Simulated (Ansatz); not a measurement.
Job for Ansatz (a first-principles code): R-CCSD(T)/aug-cc-pV(D+d)Z on AlH3 (SMILES [AlH3]) with ghost functions, monomers drawn apart or pushed together. Files ending in .json are basis or fitting sets from the Basis Set Exchange.

Ansatz 0.2 input:
```yaml
crystal:
  periodic: [false, false, false]
  atoms:
    - {symbol: Al, position_ang: [-0.16156664, 0.36406354, 0.26279560]}
    - {symbol: H, position_ang: [1.25364788, 0.82433566, -0.29958177]}
    - {symbol: H, position_ang: [-1.23650146, 1.48888221, 0.59489616]}
    - {symbol: H, position_ang: [-0.69082091, -1.08214948, -0.13618389]}
basis:
  gaussian:
    orbitals: aug-cc-pV_D+d_Z.json
    ghost_atoms:
      - {symbol: C, position_ang: [0.97395361, -0.46260868, 4.03834304]}
      - {symbol: N, position_ang: [0.65211399, -0.23013242, 2.96956124]}
      - {symbol: H, position_ang: [1.27545955, -0.68004472, 5.03934185]}
magnetization: {spin_polarized: false}
correlation: {method: ccsd_t, electrons: outside_noble_gas}
scf: {lower_state_search: off}
```

It printed:

```
WARN ansatz: RAYON_NUM_THREADS=2 ignored (pool sized by the plan → 2); use --threads N
Functional definition: HF
these checks for a lower state are left out or cut short: stability, starts, cluster_reference, orbital_swaps, neighbouring_geometries, increment
integrals: 0.16 GiB planned
928 factors; integrals over basis functions are off by at most 8.2e-4 eV
mean field: 0.19 GiB planned
mean field evaluation 1: about -6629.1241 eV, gradient 8.8e0 eV
mean field evaluation 2: about -6629.1237 eV, gradient 8.8e0 eV
mean field evaluation 4: about -6629.5581 eV, gradient 2.6e-1 eV
mean field evaluation 8: about -6629.5588 eV, gradient 3.8e-4 eV
mean field -6629.55879943 eV, -243.6317922027 hartree, gradient 2.1e-6 eV, S^2 0.000000; 0 other end points of the search recorded, 0 dependent functions left out
5 core orbitals not correlated
reference -6629.55879943 eV, -243.6317922027 hartree; 3, 3 occupied and 106, 106 virtual orbitals, 928 factors
second order -2.21925979 eV of doubles, -0.00000000 eV of singles
coupled cluster: 0.48 GiB planned
cycle   1  -2.71556192 eV  change   -5.0e-1 eV  update   5.3e-2
cycle   2  -2.91089014 eV  change   -2.0e-1 eV  update   1.8e-2
cycle   3  -2.91311969 eV  change   -2.2e-3 eV  update   3.8e-3
cycle   4  -2.91299529 eV  change    1.2e-4 eV  update   1.2e-3
cycle   5  -2.91292168 eV  change    7.4e-5 eV  update   3.7e-4
cycle   6  -2.91286936 eV  change    5.2e-5 eV  update   9.5e-5
cycle   7  -2.91288078 eV  change   -1.1e-5 eV  update   3.2e-5
cycle   8  -2.91289131 eV  change   -1.1e-5 eV  update   1.0e-5
cycle   9  -2.91289116 eV  change    1.5e-7 eV  update   3.9e-6
perturbative correction -0.03624536 eV, -0.0013319923 hartree
Total energy: -6632.50793595 eV, -243.7401709707 hartree
Checks for a lower state left out: stability, starts, cluster_reference, orbital_swaps, neighbouring_geometries, increment
```

The run converged.

Cost: roughly 5 core-seconds.
